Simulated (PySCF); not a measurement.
H4Zr, multiplicity 1. Atoms are numbered in the order given.

```xyz
5

Zr     0.0000     0.0000     0.0000
H      1.0664     1.0664     1.0664
H     -1.0664     1.0664    -1.0664
H     -1.0664    -1.0664     1.0664
H      1.0664    -1.0664    -1.0664
```
Charge 0, spin multiplicity 1.

The structure is a stationary point at r2SCAN-D4/def2-TZVPD. The multiplicity is an assumed one; other spin states were not compared. The def2 effective core potentials stand for the cores of Zr; spin–orbit coupling is left out.

All values below come from B3LYP/def2-TZVPD (PySCF).

Mulliken values depend strongly on the basis, most of all with diffuse functions as here. ESP charges are fitted to the potential on shells at 1.4 to 2.0 van der Waals radii. Atomic charges (e):

```csv
atom,ESP fit,Mulliken
Zr1,1.23,0.54
H2,-0.31,-0.14
H3,-0.31,-0.14
H4,-0.31,-0.14
H5,-0.31,-0.14
```
